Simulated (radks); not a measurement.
Species: Ba XI. Configuration: [Kr] 4d10.

All-electron calculation, Dirac Kohn-Sham, BLYP, spin-unpolarised, spherical densities, point nucleus. Program: a radial shooting solver on a logarithmic mesh with Libxc functionals.

Energy parts (hartree):
part                       energy
total                  -8114.4306
kinetic                 8664.0328
electron-nucleus      -19484.7398
Hartree                 2900.7300
exchange-correlation    -194.4536

Orbitals (lengths in bohr, moments of r in powers of bohr; <r^-3> diverges for s and p1/2):
orbital  occ.  eigenvalue (hartree)  <r^-3>      <r>  small-component weight
1s1/2       2             -1373.868       -  0.02558                4.28e-02
2s1/2       2             -221.6095       -   0.1093                9.24e-03
2p1/2       2             -209.0852       -  0.09191                9.27e-03
2p3/2       4             -195.0453    6299  0.09790                8.75e-03
3s1/2       2             -50.97254       -   0.2915                2.80e-03
3p1/2       2             -45.71493       -   0.2814                2.74e-03
3p3/2       4             -42.99860    1249   0.2933                2.59e-03
3d3/2       4             -33.77180   203.0   0.2641                2.47e-03
3d5/2       6             -33.19233   185.9   0.2679                2.43e-03
4s1/2       2             -14.14901       -   0.6694                8.54e-04
4p1/2       2             -12.22624       -   0.6902                7.93e-04
4p3/2       4             -11.64755   267.2   0.7160                7.49e-04
4d3/2       4              -8.48552   36.21   0.7724                6.19e-04
4d5/2       6              -8.38399   32.93   0.7811                6.07e-04
5s1/2       0              -5.73073       -    1.421                2.60e-04
5p1/2       0              -5.09134       -    1.512                2.35e-04
5p3/2       0              -4.95477   63.85    1.553                2.26e-04

The highest occupied level is 4d5/2 at -228.14 eV. Summed over all electrons, <r^2> = 13.11 bohr^2, which gives a Langevin (diamagnetic) susceptibility term of -10.4 x 10^-6 cm^3/mol.
